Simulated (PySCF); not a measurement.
**Correlation energy of Tl (thallium, neutral)**

[Xe] 4f14 5d10 6s1 6p1 6d1, one real determinant (an excited configuration). All numbers are calculated (PySCF 2.14, a scalar-relativistic core potential, in aug-cc-pVQZ-PP with ECP60MDF (7s7p5d3f2g, 92 functions)). Frozen: 5s2 5p6 5d10; 3 electrons correlated.

```json
{"level": "CCSD", "correlation energy (mhartree)": "-8.59"}
{"level": "(T)", "correlation energy (mhartree)": "-0.36"}
{"level": "CCSD(T)", "correlation energy (mhartree)": "-8.95"}
```

Diagnostics: T1 = 0.024, D1 = 0.0568, largest double amplitude 0.147.

The real determinant used has ⟨L²⟩ near 8 against 12 for a pure F term, so it mixes terms. Spin-orbit coupling, absent here, splits the open shell strongly. The outer electron is Rydberg-like, and this basis confines it to a smaller radius and binds it less than a complete one would.

Cost of the coupled-cluster step: roughly 10 core-seconds, for 3 correlated electrons.

Iterations:

```
CC2 = 0
CCSD nocc = (np.int64(3), np.int64(0)), nmo = (83, 83)
frozen orbitals [[0, 1, 2, 3, 4, 5, 6, 7, 8], [0, 1, 2, 3, 4, 5, 6, 7, 8]]
max_cycle = 100
direct = 0
conv_tol = 1e-08
conv_tol_normt = 1e-06
diis_space = 8
diis_start_cycle = 0
Init t2, MP2 energy = -0.00509119344833062
Init E_corr(UCCSD) = -0.00509119346244035
cycle = 1  E_corr(UCCSD) = -0.00678138500420349  dE = -0.00169019154  norm(t1,t2) = 0.0316224
cycle = 2  E_corr(UCCSD) = -0.00747093343281711  dE = -0.000689548429  norm(t1,t2) = 0.0182261
cycle = 3  E_corr(UCCSD) = -0.0082028696347811  dE = -0.000731936202  norm(t1,t2) = 0.0117816
cycle = 4  E_corr(UCCSD) = -0.00817599418413269  dE = 2.68754506e-05  norm(t1,t2) = 0.00575458
cycle = 5  E_corr(UCCSD) = -0.00826359072735545  dE = -8.75965432e-05  norm(t1,t2) = 0.00494081
cycle = 6  E_corr(UCCSD) = -0.00831278743461185  dE = -4.91967073e-05  norm(t1,t2) = 0.00435046
cycle = 7  E_corr(UCCSD) = -0.00855765620222302  dE = -0.000244868768  norm(t1,t2) = 0.00360761
cycle = 8  E_corr(UCCSD) = -0.00854886728405299  dE = 8.78891817e-06  norm(t1,t2) = 0.00164591
cycle = 9  E_corr(UCCSD) = -0.00859794616775477  dE = -4.90788837e-05  norm(t1,t2) = 0.000546067
cycle = 10  E_corr(UCCSD) = -0.00859080862318098  dE = 7.13754457e-06  norm(t1,t2) = 7.79073e-05
cycle = 11  E_corr(UCCSD) = -0.00859249242350832  dE = -1.68380033e-06  norm(t1,t2) = 2.16922e-05
cycle = 12  E_corr(UCCSD) = -0.00859236787538681  dE = 1.24548122e-07  norm(t1,t2) = 3.60162e-06
cycle = 13  E_corr(UCCSD) = -0.00859243197370558  dE = -6.40983188e-08  norm(t1,t2) = 9.14896e-07
cycle = 14  E_corr(UCCSD) = -0.0085924236356398  dE = 8.33806578e-09  norm(t1,t2) = 2.14362e-07
UCCSD converged
E(UCCSD) = -171.1885416351243  E_corr = -0.008592423635639798
UCCSD(T) correction = -0.000360737816686575
```

The reference is one real determinant that mixes LS terms of this configuration.
